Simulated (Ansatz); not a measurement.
Saddle point of CH9NSn, singlet (SnNH₅ ([NH2][SnH3]) + CH₄ → CH₆Sn ([CH3][SnH3]) + NH₃; bonds formed: Sn1–C7, N2–H6; bonds broken: Sn1–N2, H6–C7), PBE0-D4/def2-TZVP structure:

```csv
atom,x (Å),y (Å),z (Å)
Sn1,-1.3297,0.0198,-0.0085
N2,0.2768,-0.8810,1.1707
H3,-1.4947,-0.4818,-1.6281
H4,-1.5355,1.6648,0.3754
H5,-2.5823,-0.8255,0.8520
H6,0.8619,-0.2298,0.3566
C7,1.0945,0.6609,-0.8857
H8,0.3790,-1.8892,1.1088
H9,0.3479,-0.6028,2.1447
H10,0.5815,1.5080,-1.3528
H11,2.0091,1.0776,-0.4433
H12,1.3916,-0.0208,-1.6898
```

Energies are electronic, without zero-point energy. Barriers and step energies count from the start structure reached by relaxing down the imaginary mode; all methods use the PBE0-D4 structures, on which another method's saddle can fall below an end. Ansatz 0.2.0; basis: def2-TZVPP, with def2-QZVPP for the basis limit; cores frozen in the correlated methods. Filled d shells of the heavier atoms are correlated. Core potentials replace the inner electrons of the atoms past krypton. The def2 sets are not built for correlating such inner shells, so the correlated values are less sure here. B3LYP uses VWN-RPA correlation. Extrapolation: Hartree–Fock as exp(−7.88 √X), correlation as X^−2.97.

```csv
method,barrier (kJ/mol),step energy (kJ/mol)
SPW92,?,-3.5
PBE-D4,180.6,2.3
BLYP-D4,196.7,7.4
r2SCAN-D4,194.7,4.6
B97M-V,208.7,5.4
PBE0-D4,197.1,0.7
B3LYP-D4,209.3,5.9
r2SCAN0-D4,205.8,2.2
BHLYP-D4,228.5,5.0
CAM-B3LYP-D4,217.2,6.4
wB97X-V,217.7,4.2
wB97M-V,?,1.0
B2PLYP,218.0,6.9
PBE-QIDH,?,1.3
RPA on PBE,218.8,4.2
HF,278.1,11.0
MP2,214.2,2.1
CCSD,228.7,2.7
CCSD(T),217.6,2.4
```

Question: Fill in the withheld barriers. (An estimate is asked for; the value comes from the calculation.)

Answer: The calculation gives: wB97M-V 211.0; PBE-QIDH 211.1; SPW92 151.0 kJ/mol. Each is the energy of the saddle less that of the start structure, by the same method.

For comparison, the barrier by CCSD(T) at an estimated basis limit (MP2 extrapolated from triple and quadruple zeta, plus CCSD(T) − MP2 in triple zeta) is 212.2 kJ/mol.

The T1 diagnostic stays at or below 0.013.

Labels in which every atom is bracketed show which atoms are joined, not bond orders.

For scale, one of the runs: CCSD(T)/def2-TZVPP, 238 basis functions, launched by `ansatz run in.yaml --threads 4 --pin off --events-out ev --progress --plain --max-ram 9574MiB`. Hardware: 4 CPU threads of an Arm Neoverse V2, shared host. Wall time 2.4 min; peak host memory 5 GiB.
